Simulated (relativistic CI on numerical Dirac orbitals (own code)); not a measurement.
**Level scheme of Kr³⁴⁺**

Method of calculation: Dirac-Coulomb-Breit CI, orbitals from a KLI potential per configuration, QED by a radiative potential, unscaled Slater integrals (own radial code, finite nucleus).

Configuration list: 1s², 1s2s, 1s2p, 1s3s, 1s3p, 1s3d, 1s4s, 1s4p, 1s4d, 1s4f, 1s5s, 1s5p, 1s5d, 1s5f, 1s5g, 1s6s, 1s6p, 1s6d. Levels of other configurations are missing.

```
No.  Configuration  Term  J   E (eV)    %  Lifetime (s)
  1            1s²    ¹S  0      0.0  100              
  2           1s2s    ³S  1  12977.6  100      1.78e-10
  3           1s2p   ³P°  0  13021.9  100      1.57e-09
  4           1s2p   ³P°  1  13024.6   80      2.54e-15
  5           1s2s    ¹S  0  13025.0  100              
  6           1s2p   ³P°  2  13089.3  100      9.69e-12
  7           1s2p   ¹P°  1  13113.2   80      6.54e-16
  8           1s3s    ³S  1  15394.1  100      8.56e-14
  9           1s3p   ³P°  0  15406.3  100      2.85e-14
 10           1s3s    ¹S  0  15406.8  100      8.70e-14
 11           1s3p   ³P°  1  15407.1   79      6.92e-15
 12           1s3p   ³P°  2  15426.4  100      3.04e-14
 13           1s3d    ³D  2  15432.2   62      9.94e-15
 14           1s3d    ³D  1  15432.6  100      9.99e-15
 15           1s3p   ¹P°  1  15433.0   79      2.21e-15
 16           1s3d    ³D  3  15438.9  100      1.02e-14
 17           1s3d    ¹D  2  15439.5   62      1.02e-14
 18           1s4s    ³S  1  16231.5  100      1.26e-13
 19           1s4p   ³P°  0  16236.5  100      4.89e-14
 20           1s4s    ¹S  0  16236.7  100      1.23e-13
 21           1s4p   ³P°  1  16236.8   79      1.52e-14
 22           1s4p   ³P°  2  16245.0  100      5.16e-14
 23           1s4d    ³D  2  16247.4   63      2.30e-14
 24           1s4d    ³D  1  16247.5  100      2.32e-14
 25           1s4p   ¹P°  1  16247.7   79      5.18e-15
 26           1s4d    ³D  3  16250.2  100      2.38e-14
 27           1s4f   ³F°  3  16250.4   57      4.77e-14
 28           1s4f   ³F°  2  16250.5  100      4.77e-14
 29           1s4d    ¹D  2  16250.5   63      2.36e-14
 30           1s4f   ³F°  4  16251.8  100      4.80e-14
 31           1s4f   ¹F°  3  16251.9   57      4.81e-14
 32           1s5s    ³S  1  16616.7  100      2.00e-13
 33           1s5p   ³P°  0  16619.2  100      8.37e-14
 34           1s5s    ¹S  0  16619.3  100      1.83e-13
 35           1s5p   ³P°  1  16619.4   79      2.87e-14
 36           1s5p   ³P°  2  16623.5  100      8.81e-14
 37           1s5d    ³D  2  16624.8   63      4.41e-14
 38           1s5d    ³D  1  16624.8  100      4.45e-14
 39           1s5p   ¹P°  1  16624.9   79      1.01e-14
 40           1s5d    ³D  3  16626.2  100      4.58e-14
 41           1s5f   ³F°  3  16626.3   57      9.20e-14
 42           1s5f   ³F°  2  16626.3  100      9.19e-14
 43           1s5d    ¹D  2  16626.3   63      4.51e-14
 44           1s5f   ³F°  4  16627.0  100      9.27e-14
 45           1s5g    ³G  4  16627.0   55      1.55e-13
 46           1s5g    ³G  3  16627.0  100      1.56e-13
 47           1s5f   ¹F°  3  16627.0   57      9.28e-14
 48           1s5g    ³G  5  16627.4  100      1.56e-13
 49           1s5g    ¹G  4  16627.5   55      1.56e-13
 50           1s6s    ³S  1  16825.0  100      3.10e-13
 51           1s6p   ³P°  0  16826.4  100      1.35e-13
 52           1s6s    ¹S  0  16826.5  100      2.55e-13
 53           1s6p   ³P°  1  16826.5   79      4.83e-14
 54           1s6p   ³P°  2  16828.9  100      1.42e-13
 55           1s6d    ³D  2  16829.7   63      7.49e-14
 56           1s6d    ³D  1  16829.7  100      7.59e-14
 57           1s6p   ¹P°  1  16829.7   79      1.71e-14
 58           1s6d    ³D  3  16830.5  100      7.85e-14
 59           1s6d    ¹D  2  16830.6   63      7.63e-14
```

Energies count from the lowest computed level; ° marks odd parity; lifetimes are radiative, by E1, M1, E2, M2 decay to levels of this space only; some are left blank where a channel outside the calculation adds to the decay or the decay crosses a small, uncertain gap.

The mean weight of the leading LS term, summed over parents, in these 59 levels is 87 %, and that of the leading jj configuration (from the same eigenvectors) 100 %, so jj coupling describes them better and the LS labels are nominal.

At this charge energies of transitions that change n are usually good to better than 1 %, and those within a shell (Δn = 0) to a few per cent.

LS names give the leading component of a level, which can be under half, so a name can repeat, a term be missing and a line seem to break the LS rules.
